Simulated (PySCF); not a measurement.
B(Cl)(Br)(vinyl) (C2H3BBrCl), SMILES C=CB(Cl)Br.

Geometry optimised at PBE0-D3(BJ)/def2-SVP. The structure was generated by enumeration, and PubChem lists no compound with its InChIKey, so it may never have been made. One conformer was computed; it need not be the lowest.

Calculation: PySCF with PBE0-D3(BJ)/def2-SVP.

Frequencies are harmonic and unscaled.

**Question.** Estimate the vibrational spectrum. (An estimate is asked for; the answer gives what the named calculation found.)

**Answer.** 
```json
[
 {"mode": "1", "ν (cm⁻¹)": "92", "IR (km/mol)": "0.0", "Raman (Å⁴/amu)": "6.5", "depolarisation": "0.75", "moving atoms (share of kinetic energy)": "C 53 %, H 35 %"},
 {"mode": "2", "ν (cm⁻¹)": "175", "IR (km/mol)": "0.0", "Raman (Å⁴/amu)": "2.6", "depolarisation": "0.59", "moving atoms (share of kinetic energy)": "C 45 %, Br 24 %, H 17 %, Cl 12 %"},
 {"mode": "3", "ν (cm⁻¹)": "222", "IR (km/mol)": "0.5", "Raman (Å⁴/amu)": "2.2", "depolarisation": "0.60", "moving atoms (share of kinetic energy)": "Cl 51 %, Br 28 %, C 14 %"},
 {"mode": "4", "ν (cm⁻¹)": "362", "IR (km/mol)": "0.2", "Raman (Å⁴/amu)": "2.4", "depolarisation": "0.75", "moving atoms (share of kinetic energy)": "B 50 %, H 45 %"},
 {"mode": "5", "ν (cm⁻¹)": "402", "IR (km/mol)": "1.1", "Raman (Å⁴/amu)": "6.1", "depolarisation": "0.21", "moving atoms (share of kinetic energy)": "C 48 %, Cl 35 %, H 16 %"},
 {"mode": "6", "ν (cm⁻¹)": "476", "IR (km/mol)": "13.0", "Raman (Å⁴/amu)": "4.2", "depolarisation": "0.12", "moving atoms (share of kinetic energy)": "C 42 %, B 17 %, Br 16 %, H 15 %, Cl 9 %"},
 {"mode": "7", "ν (cm⁻¹)": "639", "IR (km/mol)": "17.3", "Raman (Å⁴/amu)": "5.4", "depolarisation": "0.75", "moving atoms (share of kinetic energy)": "H 39 %, B 36 %, C 24 %"},
 {"mode": "8", "ν (cm⁻¹)": "902", "IR (km/mol)": "202.4", "Raman (Å⁴/amu)": "2.6", "depolarisation": "0.73", "moving atoms (share of kinetic energy)": "B 60 %, H 29 %"},
 {"mode": "9", "ν (cm⁻¹)": "1025", "IR (km/mol)": "31.3", "Raman (Å⁴/amu)": "0.5", "depolarisation": "0.75", "moving atoms (share of kinetic energy)": "H 76 %, C 24 %"},
 {"mode": "10", "ν (cm⁻¹)": "1028", "IR (km/mol)": "163.0", "Raman (Å⁴/amu)": "0.7", "depolarisation": "0.24", "moving atoms (share of kinetic energy)": "B 43 %, H 39 %, C 15 %"},
 {"mode": "11", "ν (cm⁻¹)": "1041", "IR (km/mol)": "7.1", "Raman (Å⁴/amu)": "0.4", "depolarisation": "0.75", "moving atoms (share of kinetic energy)": "H 87 %, C 13 %"},
 {"mode": "12", "ν (cm⁻¹)": "1128", "IR (km/mol)": "131.3", "Raman (Å⁴/amu)": "3.2", "depolarisation": "0.44", "moving atoms (share of kinetic energy)": "B 49 %, H 35 %, C 15 %"},
 {"mode": "13", "ν (cm⁻¹)": "1298", "IR (km/mol)": "8.7", "Raman (Å⁴/amu)": "9.7", "depolarisation": "0.47", "moving atoms (share of kinetic energy)": "H 67 %, C 29 %"},
 {"mode": "14", "ν (cm⁻¹)": "1425", "IR (km/mol)": "79.7", "Raman (Å⁴/amu)": "20.2", "depolarisation": "0.44", "moving atoms (share of kinetic energy)": "H 80 %, C 17 %"},
 {"mode": "15", "ν (cm⁻¹)": "1690", "IR (km/mol)": "68.1", "Raman (Å⁴/amu)": "69.7", "depolarisation": "0.24", "moving atoms (share of kinetic energy)": "C 86 %, H 13 %"},
 {"mode": "16", "ν (cm⁻¹)": "3153", "IR (km/mol)": "7.0", "Raman (Å⁴/amu)": "77.7", "depolarisation": "0.17", "moving atoms (share of kinetic energy)": "H 95 %"},
 {"mode": "17", "ν (cm⁻¹)": "3177", "IR (km/mol)": "2.2", "Raman (Å⁴/amu)": "137.4", "depolarisation": "0.26", "moving atoms (share of kinetic energy)": "H 92 %, C 8 %"},
 {"mode": "18", "ν (cm⁻¹)": "3256", "IR (km/mol)": "1.6", "Raman (Å⁴/amu)": "72.3", "depolarisation": "0.60", "moving atoms (share of kinetic energy)": "H 89 %, C 11 %"}
]
```
